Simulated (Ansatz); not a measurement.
The cluster Si₃Ge₃⁻: single points at one geometry.

```yaml
crystal:
  periodic: [false, false, false]
  atoms:
    - {symbol: Si, position_ang: [-0.739916, 1.466289, 0.981448]}
    - {symbol: Si, position_ang: [1.148447, 1.417216, -0.584670]}
    - {symbol: Si, position_ang: [-0.849558, 0.134184, -1.030516]}
    - {symbol: Ge, position_ang: [0.882793, -0.466316, 1.073332]}
    - {symbol: Ge, position_ang: [1.064926, -1.316124, -1.291031]}
    - {symbol: Ge, position_ang: [-1.506693, -1.235249, 0.851437]}
basis:
  gaussian: {orbitals: def2-TZVPD, initial_orbitals: start.molden}
total_charge: -1
magnetization: {spin_polarized: true, initial_magnetization: 1}
hamiltonian: {xc: {name: B3LYP}, dispersion: d4}
scf: {omitted_lower_state_checks: [starts]}
output: {orbitals: {seedname: orbitals}}
```

The file start.molden holds the orbitals of an earlier run on this structure, at another level or in another basis.

```sh
$ ansatz run in.yaml --threads 4 --pin off --events-out ev --progress --plain --max-ram 4787MiB
```

Shortened log:

```
Functional definition: B3LYP
2109 factors; their error is unknown
the host lacks memory for fits, so the integrals are decomposed
1821 factors; integrals over basis functions are off by at most 9.7e-4 eV
mean field evaluation 1: about -193194.5145 eV, gradient 6.1e0 eV
mean field evaluation 2: about -193194.6395 eV, gradient 1.4e-1 eV
mean field evaluation 4: about -193194.7790 eV, gradient 3.3e-3 eV
mean field evaluation 8: about -193194.7791 eV, gradient 1.8e-5 eV
mean field -193194.77905239 eV, -7099.7771780508 hartree, gradient 9.3e-6 eV, S^2 0.757789; 0 other end points of the search recorded, 0 dependent functions left out
reference -193194.77928330 eV, -7099.7771865365 hartree; 70, 69 occupied and 221, 222 virtual orbitals, 1821 factors
Total energy: -193195.67693701 eV, -7099.8101747020 hartree
Checks for a lower state left out: starts
```

It took 70 s on 4 threads of Arm Neoverse V2 on a shared host, peak host memory 2 GiB.

As the first input, with `hamiltonian: {xc: pbe, dispersion: d4}` (abridged; 24 s):

```
Functional definition: PBE
mean field evaluation 16: about -193153.7126 eV, gradient 8.2e-6 eV
mean field -193153.71255314 eV, -7098.2680120392 hartree, gradient 5.0e-6 eV, S^2 0.755140
Total energy: -193154.24428245 eV, -7098.2875527310 hartree
Checks for a lower state left out: starts
```

The first input with `gaussian: {orbitals: def2-TZVPD}`, `hamiltonian: {xc: pbe0, dispersion: d4}` (abridged; 78 s):

```
Functional definition: PBE0
the host lacks memory for fits, so the integrals are decomposed
mean field evaluation 16: about -193159.4820 eV, gradient 1.3e-2 eV
mean field evaluation 32: about -193159.4867 eV, gradient 6.7e-3 eV
mean field -193159.48694061 eV, -7098.4802168646 hartree, gradient 9.9e-6 eV, S^2 0.762175
Total energy: -193159.94042199 eV, -7098.4968819980 hartree
Checks for a lower state left out: starts
```

Geometry: PBE0-D4/def2-SVP, that of the neutral singlet.

B3LYP takes the VWN-RPA correlation. At B3LYP-D4/def2-TZVPD, PBE-D4/def2-TZVPD, PBE0-D4/def2-TZVPD the highest occupied level of the charge -1 doublet lies above zero (up to 0.71 eV). By energy differences its removal costs 1.32 eV (vertical, to the charge 0 singlet, at PBE-D4/def2-TZVPD); a positive level beside a positive removal energy at the same level points to self-interaction error. At PBE-D4/def2-TZVPD the gap within one spin of the charge -1 doublet nearly closes, so an electron or hole may be smeared out by delocalisation error. The structure comes from a short search, and lower isomers may exist.
